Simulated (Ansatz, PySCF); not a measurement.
System: GeO₃ (charge 0, singlet). SMILES: [O]=[Ge]1[O][O]1
Geometry: optimised at B3LYP-D3(BJ)/def2-TZVP (Ansatz, a first-principles code).

Quantity: atomisation energy (electronic, to ground-state atoms), in eV. Cores are frozen in the correlated levels unless marked. Open shells are spin-unrestricted. Spin-orbit coupling is left out. Frozen are the shells of the preceding noble gas and the d and f shells that filled before the atom's block. No relativistic terms. The coupled-cluster limit lacks core correlation, which all-electron functionals hold. CBS marks a two-point X^-3 extrapolation of the correlation energy; Hartree-Fock from the larger set.

The Hartree-Fock reference is unstable (checked in the largest basis), which strains HF and MP2. 

| level | program | atomisation energy (eV) |
|---|---|---|
| PBE-D3(BJ)/def2-TZVPD | Ansatz + dftd3 | 13.23 |
| B3LYP-D3(BJ)/def2-TZVPD | Ansatz + dftd3 | [?] |
| TPSSh/def2-TZVPD | PySCF | [?] |
| B2GP-PLYP/def2-TZVPD | Ansatz | 11.64 |
| RPA@PBE/cc-pVTZ | Ansatz | 10.48 |
| SCS-MP2/aug-cc-pVTZ | Ansatz | 12.38 |
| CCSD/6-31G | Ansatz | 7.19 |
| CCSD/aug-cc-pVDZ | Ansatz | [?] |
| CCSD(T)/CBS(cc-pVTZ,cc-pVQZ) | Ansatz | 12.10 |

Question: What belongs in the gaps?

Answer: 
- B3LYP-D3(BJ)/def2-TZVPD, atomisation energy (eV): 11.53
- TPSSh/def2-TZVPD, atomisation energy (eV): 11.58
- CCSD/aug-cc-pVDZ, atomisation energy (eV): 9.62
